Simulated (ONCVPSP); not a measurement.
# u(r) = r·R(r): atom against pseudo-atom (iodine)

Columns: radius, all-electron u(r) and pseudo u(r) of the 4p shell (level -127.57 eV) of iodine in the configuration [Ar] 3d10 4s2 4p6 4d10 5s2 5p5; PBE, scalar-relativistic, ONCV scheme, ONCVPSP 4.0.1.

```tsv
r (bohr)	all-electron	pseudo
0.062	0.4812	0.0231
0.125	-0.0534	0.0922
0.188	-0.6179	0.2024
0.250	-0.7080	0.3431
0.312	-0.4326	0.5054
0.375	0.0083	0.6796
0.438	0.4541	0.8489
0.500	0.8156	0.9974
0.562	1.0732	1.1168
0.625	1.2293	1.1999
0.688	1.2950	1.2405
0.750	1.2923	1.2398
0.812	1.2426	1.2032
0.875	1.1611	1.1367
0.938	1.0619	1.0492
1.000	0.9571	0.9516
1.062	0.8517	0.8499
1.125	0.7486	0.7482
1.188	0.6525	0.6523
1.250	0.5660	0.5658
1.312	0.4881	0.4880
1.375	0.4180	0.4179
1.438	0.3565	0.3564
1.500	0.3037	0.3036
1.562	0.2581	0.2580
1.625	0.2181	0.2180
```

Task: How many radial nodes do the two functions have?

Result: The all-electron 4p function has n − l − 1 = 2; the pseudo-wave has 0, since the states of the same l below it are removed with the core.

Task: At about which radius was the pseudo-wave matched?

Result: 1.25 bohr. The columns agree to 0.0005 from 1.12 bohr on; several derivatives are matched, so the curves merge somewhat inside the radius.

Task: Where does each function peak?

Result: Outermost all-electron maximum near 0.69 bohr, pseudo maximum near 0.69 bohr (to the table’s step).

Task: Is the pseudo-wave norm-conserving?

Result: Yes: the ONCV scheme keeps the norm inside the radius equal to the all-electron one, which fixes the energy derivative of the logarithmic derivative at the level.
